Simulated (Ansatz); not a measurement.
## Cost against result

The pair of NH₄⁺ (SMILES [NH4+], atoms 1–5) and GeH₄ (SMILES [GeH4], atoms 6–10), both closed shells, in one local arrangement (a lower one may exist), relaxed at PBE0-D4/def2-TZVP:

N1  (0.273, 0.283, -2.009)
H2  (-0.634, 0.367, -2.472)
H3  (0.815, 1.135, -2.165)
H4  (0.779, -0.517, -2.394)
H5  (0.129, 0.144, -0.982)
Ge6  (-0.282, -0.293, 2.076)
H7  (-0.083, -0.061, 0.532)
H8  (0.838, 0.495, 2.750)
H9  (-0.162, -1.802, 2.276)
H10  (-1.674, 0.249, 2.389)
(Å)

Interaction energies are counterpoise-corrected; the time is that of the whole pair.

Computed with Ansatz 0.2.0 (basis: as named in each row); correlated methods freeze the cores. Filled d shells of the heavier atoms are correlated. The def2 sets are not built for correlating such inner shells, so the correlated values are less sure here. B3LYP uses VWN-RPA correlation. Extrapolation: Hartree–Fock as exp(−7.88 √X), correlation as X^−2.97.

Times are rough, for one single point on 4 threads of a shared host (Intel Xeon Platinum 8488C).

The estimate by CCSD(T) at an estimated basis limit (MP2 extrapolated from triple and quadruple zeta, plus CCSD(T) − MP2 in triple zeta) is -0.329 eV.

```tsv
method	basis	time (s)	interaction energy (eV)	method less estimate
HF	STO-3G	under 1	-0.271	0.058
PBE-D4	STO-3G	under 1	-0.422	-0.093
SPW92	def2-SVP	under 1	-0.472	-0.144
B3LYP-D4	6-31G	under 1	-0.391	-0.062
PBE-D4	def2-SVP	under 1	-0.413	-0.084
PBE0-D4	def2-SVP	under 1	-0.375	-0.046
PBE-D4	def2-TZVPPD	under 1	-0.421	-0.092
revPBE-D4	def2-TZVPPD	1	-0.386	-0.057
BLYP-D4	def2-TZVPPD	1	-0.406	-0.077
CCSD(T)	def2-SVP	1	-0.281	0.048
PBE0-D4	def2-TZVPPD	1	-0.385	-0.057
B3LYP-D4	def2-TZVPPD	1	-0.388	-0.059
wB97M-V	def2-SVP	2	-0.346	-0.018
HSE06-D4	def2-TZVPPD	2	-0.387	-0.058
r2SCAN-D4	def2-TZVPPD	2	-0.366	-0.037
B2PLYP	def2-TZVPPD	2	-0.349	-0.020
B97M-V	def2-TZVPPD	3	-0.399	-0.070
wB97X-V	def2-TZVPPD	3	-0.341	-0.013
wB97M-V	def2-TZVPPD	4	-0.344	-0.015
MP2	def2-QZVPPD	8	-0.333	-0.004
CCSD(T)	def2-TZVPPD	36	-0.326	0.003
```

No T1 diagnostic of these runs exceeds 0.012.
